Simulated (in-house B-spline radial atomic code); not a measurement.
**Ionising Cl7+ with different functionals**

Computed with a radial B-spline atomic code at the basis-set limit: scalar-relativistic (spin-free X2C) Hamiltonian, Fermi nucleus of rms radius 3.3654 fm, spin-polarised at highest spin, spherical fractional occupations for the functionals, the average over the highest-spin determinants for Hartree-Fock. The ionisation energy is the difference of two self-consistent energies, [He] 2s2 2p6 → [He] 2s2 2p5, without Breit or QED terms; ε is the level of the shell that loses the electron (its least bound occupied spin orbital).

Hybrids are left out here: with spherical fractional occupations of an open shell their exact exchange keeps a self-interaction that integer-occupation calculations don't have.

```json
{"method": "Hartree-Fock", "rung": "Hartree-Fock", "ΔSCF (eV)": "?", "-ε(2p) (eV)": "?"}
{"method": "LDA VWN5", "rung": "LDA", "ΔSCF (eV)": "348.76", "-ε(2p) (eV)": "323.10"}
{"method": "LDA PW92", "rung": "LDA", "ΔSCF (eV)": "348.75", "-ε(2p) (eV)": "323.08"}
{"method": "LDA exchange-only", "rung": "LDA", "ΔSCF (eV)": "346.17", "-ε(2p) (eV)": "320.62"}
{"method": "PBE", "rung": "GGA", "ΔSCF (eV)": "348.90", "-ε(2p) (eV)": "323.24"}
{"method": "PBEsol", "rung": "GGA", "ΔSCF (eV)": "348.55", "-ε(2p) (eV)": "322.91"}
{"method": "BLYP", "rung": "GGA", "ΔSCF (eV)": "?", "-ε(2p) (eV)": "?"}
{"method": "RPBE", "rung": "GGA", "ΔSCF (eV)": "348.84", "-ε(2p) (eV)": "323.19"}
{"method": "PW91", "rung": "GGA", "ΔSCF (eV)": "349.23", "-ε(2p) (eV)": "323.54"}
{"method": "BP86", "rung": "GGA", "ΔSCF (eV)": "349.12", "-ε(2p) (eV)": "323.42"}
{"method": "AM05", "rung": "GGA", "ΔSCF (eV)": "348.44", "-ε(2p) (eV)": "322.81"}
{"method": "OLYP", "rung": "GGA", "ΔSCF (eV)": "349.72", "-ε(2p) (eV)": "324.24"}
{"method": "TPSS", "rung": "meta-GGA", "ΔSCF (eV)": "349.47", "-ε(2p) (eV)": "323.91"}
{"method": "SCAN", "rung": "meta-GGA", "ΔSCF (eV)": "351.32", "-ε(2p) (eV)": "326.23"}
{"method": "r2SCAN", "rung": "meta-GGA", "ΔSCF (eV)": "351.14", "-ε(2p) (eV)": "326.05"}
{"method": "revTPSS", "rung": "meta-GGA", "ΔSCF (eV)": "349.09", "-ε(2p) (eV)": "323.58"}
```

Problem. What does BLYP give?

Solution. ΔSCF 349.00 eV, and -ε(2p) = 323.34 eV.

Problem. What does Hartree-Fock give?

Solution. ΔSCF 347.37 eV, and -ε(2p) = 350.48 eV.

Problem. How do they compare with the NIST value?

Solution. NIST lists 348.31 eV ± 0.007 (measured, ground level to ground level). Errors run from -2.13 to +3.01 eV; AM05 is closest (+0.13 eV), but part of that can be cancellation, since the calculations leave out spin-orbit coupling, Breit-QED terms, multiplet and fine-structure energies. Hartree-Fock also lacks correlation.
